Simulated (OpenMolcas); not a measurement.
Pd III: effect of the active space

```
Program             : OpenMolcas
Method              : CASSCF
Basis               : ANO-R1
Scalar Hamiltonian  : X2C, finite nucleus
Spin-orbit coupling : state interaction with AMFI integrals over the reference wave functions, term energies averaged over their components
```

A. 8 electrons in 5 orbitals (4d); 2S+1 = 3 even, 10 roots; 2S+1 = 1 even, 15 roots; cost about 7 core-seconds
B. 8 electrons in 6 orbitals (4d 5s); 2S+1 = 3 even, 55 roots; 2S+1 = 5 even, 10 roots kept (CI in the orbitals of an earlier block); 2S+1 = 1 even, 43 roots kept (CI in the orbitals of an earlier block); cost of the order of 70 core-seconds

Energies in cm⁻¹ above 4d⁸ ³F₄, the measured ground level; measured values from Moore, Atomic Energy Levels, vol. III, NSRDS-NBS 35 (1971 reprint of NBS Circular 467, 1958).

```csv
Level,A,B,Measured
4d⁸ ³F₄,0.0,0.0,0.0
4d⁸ ³F₃,3260,3457,3230
4d⁸ ³F₂,4968,5227,4687
4d⁸ ³P₁,17298,17498,13470
4d⁸ ³P₀,17611,17826,13699
4d⁸ ³P₂ [53 %],17698,18061,
4d⁸ ¹G₄,21232,21850,17880
4d⁸ ¹S₀,49450,51164,
```

Deviations, from unrounded energies. A percentage is the sum of absolute deviations over the sum of measured energies, with the sign that they share, or ± where signs differ.

```json
{"Against measurement": "mean absolute deviation (cm-1)", "Levels": "5", "A": "2300", "B": "2600"}
{"Against measurement": "fine structure of the ground term (%)", "Levels": "2", "A": "+3.9", "B": "+9.7"}
{"Against measurement": "other terms of the ground configuration (%)", "Levels": "3", "A": "+24.6", "B": "+26.9"}
```

A lies closest to measurement on these levels. The largest miss of A in the table is 4d⁸ ³P₀, by +3900 cm-1. The ranking rests on the paired levels alone, and a cruder setting can come out closer through cancelling errors.

Between A and B the level of the table that moves most is 4d⁸ ¹S₀, by 1700 cm-1 (lowest in A, highest in B).

Without dynamic correlation excited terms often stand tens of per cent too high (terms of higher spin than the ground term too low), and those without a measured partner can miss by more than the paired ones. Levels of configurations with an s electron are missing; early in the row they begin among the upper levels of the d shell and mix with terms of their name (holds for A). Terms from blocks run as CI alone lack orbitals of their own (holds for B). Computed and measured levels are paired by configuration, term and J; levels that our copy of the source lacks, or whose pairing is in doubt (as where it misses far off the trend of its configuration), stay unpaired and out of the deviations. Only configurations of the active space appear. Levels that lie high or do not pair safely by name in every column are left out.

A share in square brackets marks a mixed level and gives the weight of the term that names it, the lowest over the columns.
